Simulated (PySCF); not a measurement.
C2H7FSi2, SMILES C(/[SiH2][SiH3])=C/F. Heavy atoms are numbered as in [F:1]/[CH:2]=[CH:3]\[SiH2:4][SiH3:5]. Hydrogens are named by the atom that carries them.

Geometry: B3LYP-D3(BJ)/def2-SVP. The structure was generated by enumeration; whether it is a known compound was not checked. Other conformers were not sampled.

The numbers are results of r2SCAN/def2-TZVP (PySCF), not measurements.

Atomic charges (e), one atom of each kind:

```
atom        Mulliken    IAO
----------  --------  -----
F1             -0.19  -0.26
C2 (CH)         0.12   0.17
C3 (CH)        -0.34      ?
Si4 (SiH2)      0.21   0.48
Si5 (SiH3)      0.09      ?
H on C2         0.12      ?
H on C3         0.13   0.18
H on Si4       -0.03      ?
H on Si5       -0.03  -0.10
```

Question: What belongs in the gaps? (The exact figures need the calculation; the answer reports its results.)

Answer: 
- C3 (CH), IAO: -0.50
- Si5 (SiH3), IAO: 0.29
- H on C2, IAO: 0.16
- H on Si4, IAO: -0.11

Computed Mayer and Wiberg (Löwdin basis) orders of the bonds:
| bond | Mayer | Wiberg |
|---|---|---|
| F1–C2 | 1.02 | 1.75 |
| C2–C3 | 1.85 | 2.13 |
| C3–Si4 | 0.95 | 1.13 |
| Si4–Si5 | 0.95 | 1.14 |
